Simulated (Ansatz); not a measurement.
Molecule: SiBr2, charge 0, multiplicity 1. SMILES: [Si](Br)Br
Coordinates optimised at B3LYP-D3(BJ)/def2-TZVP (Ansatz, an electronic-structure program):
```
Si
Br 1 2.2694
Br 1 2.2694 2 102.37
```
Charge 0, spin multiplicity 1.

Quantity: vertical triplet-singlet gap, E(triplet) - E(singlet), in eV. Terms: 6-31G* and kin with 6d, 5d where marked; spin-orbit terms left out; each state is the SCF solution reached for its charge and spin; UHF or UKS for open shells; non-relativistic; LANL2DZ with its own core potentials from Na on; no dispersion term unless named. First-principles rows: single points at B3LYP-D3(BJ) geometries (Ansatz). Levels can end on unlike triplets.

```json
[
 {"level": "B3LYP/STO-3G", "program": "Ansatz", "vertical triplet-singlet gap, E(triplet) - E(singlet) (eV)": "2.51"},
 {"level": "B3LYP/3-21G", "program": "Ansatz", "vertical triplet-singlet gap, E(triplet) - E(singlet) (eV)": "2.10"},
 {"level": "B3LYP/6-31G*", "program": "Ansatz", "vertical triplet-singlet gap, E(triplet) - E(singlet) (eV)": "2.23"},
 {"level": "B3LYP/6-31G* with LANL2DZ past Ar", "program": "Ansatz", "vertical triplet-singlet gap, E(triplet) - E(singlet) (eV)": "2.21"},
 {"level": "B3LYP/def2-TZVPD", "program": "Ansatz", "vertical triplet-singlet gap, E(triplet) - E(singlet) (eV)": "2.24"}
]
```

No value to compare with is used here. The 4 habitual levels span 2.10 (B3LYP/3-21G) to 2.51 eV (B3LYP/STO-3G); B3LYP/def2-TZVPD gives 2.24.

The sets are all those run for this method; runs whose electronic state is in doubt are left out.
